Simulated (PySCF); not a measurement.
SiBr2F2, SMILES F[Si](F)(Br)Br. Atoms are numbered in the order given.

```xyz
5

F      0.0000    -1.2872     1.6148
Si     0.0000     0.0000     0.6633
F      0.0000     1.2872     1.6148
Br    -1.8089     0.0000    -0.5479
Br     1.8089     0.0000    -0.5479
```
Charge 0, spin multiplicity 1.

Coordinates come from a PBE0-D3(BJ)/def2-SVP optimisation.

Two levels are set side by side: PBE/pcSseg-1 (PySCF) and HF/pcSseg-1 (PySCF). GIAO shifts against CFCl3 (¹⁹F), TMS (²⁹Si) at the same level; non-relativistic, no solvent, atoms listed together averaged. Without spin–orbit terms, shifts of atoms bonded to Cl or Br come out too high at both levels. Differences are taken from unrounded values.

```tsv
quantity	HF
δ(¹⁹F) of F1, F3 (ppm)	-79.5
δ(²⁹Si) of Si2 (ppm)	-23.7
```

What does PBE give, and how far is it from HF? (The exact figures need the calculation; the answer reports its results.)


```json
[
 {"quantity": "δ(¹⁹F) of F1, F3 (ppm)", "PBE": "-105.0", "PBE minus HF": "-25.5"},
 {"quantity": "δ(²⁹Si) of Si2 (ppm)", "PBE": "-12.5", "PBE minus HF": "11.2"}
]
```

Rough cost on one machine, each run with all the roots and properties that it gave: HF against PBE within a factor of 2.
